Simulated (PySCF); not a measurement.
Structure with atom numbers: `[CH2:1]=[CH:2][C:3](=[CH2:4])/[CH:5]=[CH:6]/[CH2:7][F:8]`; H(Xn) means a hydrogen on atom n. Ha(C4) is cis to C2; Ha(C1) is cis to C3; Hb(C4) is trans to C2; Hb(C1) is trans to C3.

- PBE0/pcSseg-1 with gauge-including orbitals
- coordinates at the GFN2-xTB level
- program: PySCF
- rapidly exchanging positions averaged, relativity neglected, single conformer, no solvent

**Question.** Predict the 2D correlation tables (HSQC, COSY, HMBC).

**Answer.** 

HSQC (one-bond C–H):
| δH | δC |
| --- | --- |
| 6.80 (H(C5)) | 133.9 (C5) |
| 6.77 (H(C2)) | 145.4 (C2) |
| 6.13 (H(C6)) | 138.5 (C6) |
| 5.88 (Ha(C1)) | 126.0 (C1) |
| 5.63 (Hb(C1)) | 126.0 (C1) |
| 5.45 (H(C7)) | 86.3 (C7) |
| 5.39 (Hb(C4)) | 122.1 (C4) |
| 5.32 (Ha(C4)) | 122.1 (C4) |

COSY cross peaks (H two or three bonds apart, from the bond graph; peaks can be absent where the dihedral angle is near 90°):
| δH | δH |
| --- | --- |
| 6.80 (H(C5)) | 6.13 (H(C6)) |
| 6.77 (H(C2)) | 5.88 (Ha(C1)) |
| 6.77 (H(C2)) | 5.63 (Hb(C1)) |
| 6.13 (H(C6)) | 5.45 (H(C7)) |
| 5.88 (Ha(C1)) | 5.63 (Hb(C1)) |
| 5.39 (Hb(C4)) | 5.32 (Ha(C4)) |

HMBC (two and three bonds, from the bond graph):
| δH | δC |
| --- | --- |
| 6.80 (H(C5)) | 151.9 (C3), 145.4 (C2), 138.5 (C6), 122.1 (C4), 86.3 (C7) |
| 6.77 (H(C2)) | 151.9 (C3), 133.9 (C5), 126.0 (C1), 122.1 (C4) |
| 6.13 (H(C6)) | 151.9 (C3), 133.9 (C5), 86.3 (C7) |
| 5.88 (Ha(C1)) | 151.9 (C3), 145.4 (C2) |
| 5.63 (Hb(C1)) | 151.9 (C3), 145.4 (C2) |
| 5.45 (H(C7)) | 138.5 (C6), 133.9 (C5) |
| 5.39 (Hb(C4)) | 151.9 (C3), 145.4 (C2), 133.9 (C5) |
| 5.32 (Ha(C4)) | 151.9 (C3), 145.4 (C2), 133.9 (C5) |

Referencing at the same level of theory: $^{1}$H, $^{13}$C vs TMS.

Short H···H contacts in this conformer between protons four or more bonds apart (candidates for NOE cross peaks, intensity ∝ r⁻⁶): Ha(C1)···H(C6) 2.44 Å, H(C2)···Ha(C4) 2.44 Å, Hb(C4)···H(C5) 2.45 Å.

Shifts are as computed. Against solution values, carbons near 30 ppm lie about +3 ppm off and those near 130 ppm about +5 ppm. Of 1211 compounds with measured shifts, 218 miss one by over three times the rms of a fit or turn the order of signals round; such compounds aren't used in these exercises.
